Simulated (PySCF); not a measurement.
SbCl4, SMILES [Cl][Sb+]([Cl])([Cl])[Cl], charge +1.

Geometry: r2SCAN-D4/def2-SVP. The multiplicity is an assumed one; no other spin state was optimised. The isomer is the one that the SMILES or the coordinates give; other isomers of the formula were not compared. The def2 effective core potentials stand for the cores of Sb; spin–orbit coupling is left out.

Calculation: ωB97X/def2-TZVP (PySCF).

total energy: -2080.93349 hartree
point group: Td
highest occupied level: -17.55 eV
lowest empty level: -7.78 eV
orbital gap: 9.77 eV
dipole moment about the centre of nuclear charge: 0.00 D
mean static polarisability: 82.6 bohr³ (12.24 Å³)
polarisability, principal values: 82.6, 82.6, 82.6 bohr³
